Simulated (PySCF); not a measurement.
Sb(OH)2(TeH) (H₃O₂SbTe), SMILES [OH][Sb]([OH])[TeH].

The structure is a stationary point at PBE-D3(BJ)/def2-SVP. The def2 effective core potentials stand for the cores of Sb, Te; spin–orbit coupling is left out. The values are those of a single conformer.

Two levels are set side by side: TDDFT-PBE/def2-SVPD (PySCF) and TDDFT-B3LYP/def2-SVPD (PySCF). Vertical, same geometry. The lowest singlet is HOMO→LUMO 98 % with PBE and HOMO→LUMO 97 % with the other functional; states are paired by order. Differences are taken from unrounded values.

```json
[
 {"quantity": "lowest singlet excitation (eV)", "TDDFT-B3LYP": "3.41"},
 {"quantity": "lowest triplet excitation (TDA) (eV)", "TDDFT-B3LYP": "3.03"},
 {"quantity": "first bright state (f over 0.05) (eV)", "TDDFT-B3LYP": "5.30"},
 {"quantity": "its oscillator strength", "TDDFT-B3LYP": "0.13"}
]
```

**Question.** What does TDDFT-PBE give, and how far is it from TDDFT-B3LYP? (The exact figures need the calculation; the answer reports its results.)

**Answer.** 
| quantity | TDDFT-PBE | TDDFT-PBE minus TDDFT-B3LYP |
|---|---|---|
| lowest singlet excitation (eV) | 3.28 | -0.13 |
| lowest triplet excitation (TDA) (eV) | 2.92 | -0.11 |
| first bright state (f over 0.05) (eV) | 4.98 | -0.32 |
| its oscillator strength | 0.07 | -0.06 |

A lower first singlet is the usual sign of a functional without exact exchange. Differences between two approximate levels are no errors against the true value.

Rough cost on one machine, each run with all the roots and properties that it gave: TDDFT-B3LYP against TDDFT-PBE about 3 times.
